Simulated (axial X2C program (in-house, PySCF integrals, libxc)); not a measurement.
## Excited states of CSe by EOM-EE-CCSD

Computed with an in-house all-electron X2C program for linear molecules (integrals from PySCF): two-component X2C with atomic mean-field Coulomb and Gaunt terms, Gaussian nuclei, basis Se dyall-acv3z, C dyall-av3z with contracted cores.

R = 1.668 Å (near the PBE0 minimum at charge 0 of the determinant lowest at the starting distance; the state shown can have its own minimum elsewhere).

Hartree–Fock spinors of CSe (one of each Kramers pair; a window near the gap, which can cut inner shells):

```
  ω  occupied  ε (eV)                    character
1/2       yes  -28.65   42% Se s, 28% C s, 16% C p
1/2       yes  -18.66  33% Se p, 27% C s, 23% Se s
1/2       yes  -12.26   52% C p, 23% Se p, 14% C s
1/2       yes  -11.64    58% Se p, 29% C p, 8% C d
3/2       yes  -11.45    56% Se p, 32% C p, 7% C d
3/2        no    0.94  38% C p, 26% Se d, 22% Se p
1/2        no    0.97  42% C p, 27% Se d, 18% Se p
1/2        no    1.16    55% Se p, 37% C p, 4% C s
3/2        no    1.67            72% C p, 28% Se p
1/2        no    1.67            69% C p, 30% Se p
1/2        no    1.76   33% Se s, 30% C s, 29% C p
```

Vertical excitation energies from the closed-shell determinant state of CSe:

```
 Ω  excitation (eV)   cm⁻¹       hole of the leading pair    particle of the leading pair  weight of the pair (for Ω = 0 its time-reversed partner can hold as much again)  singles weight
0⁻            3.094  24952  54% C pσ, 20% C sσ, 15% Se pσ  55% C pπ, 17% Se pπ, 15% Se dπ                                                                             0.47            0.94
0⁺            3.102  25016  54% C pσ, 21% C sσ, 15% Se pσ  55% C pπ, 17% Se pπ, 15% Se dπ                                                                             0.47            0.94
 1            3.150  25409  54% C pσ, 20% C sσ, 15% Se pσ  55% C pπ, 17% Se pπ, 15% Se dπ                                                                             0.49            0.94
 2            3.211  25901  54% C pσ, 20% C sσ, 15% Se pσ  52% C pπ, 19% Se pπ, 15% Se dπ                                                                             0.94            0.94
 1            3.575  28835   56% Se pπ, 32% C pπ, 7% C dπ  51% C pπ, 19% Se dπ, 18% Se pπ                                                                             0.56            0.96
0⁻            3.590  28956   56% Se pπ, 32% C pπ, 7% C dπ  49% C pπ, 20% Se pπ, 18% Se dπ                                                                             0.26            0.96
 3            4.221  34042   56% Se pπ, 32% C pπ, 7% C dπ  49% C pπ, 20% Se pπ, 19% Se dπ                                                                             0.95            0.95
 2            4.269  34434   56% Se pπ, 32% C pπ, 7% C dπ  51% C pπ, 19% Se dπ, 17% Se pπ                                                                             0.60            0.95
```

This point took 17 s on 1 thread of Arm Neoverse V2, on a shared host.

Reference electrons by ω block (each with its −ω partner): 1/2: 14, 3/2: 5, 5/2: 1. 10 electrons of CSe correlated (inner shells frozen), 88 natural virtual spinors (a truncated set); levels can be off by some tenths of an eV. Roots sought by Ω: (0: 5, 1: 4, 2: 3, 3: 1); the list ends where they run out and leaves out roots under 60 % singles weight. The solver can skip a root, and states that need a further excitation, which the method places far too high, are missing though they may lie low or lowest. T1 of the reference 0.030 (Lee–Taylor). Number of frozen shells: Se 3 s, 2 p, 1 d; C 1 s. Large amplitudes in the reference (orbital relaxation or multireference character) lower the reliability.
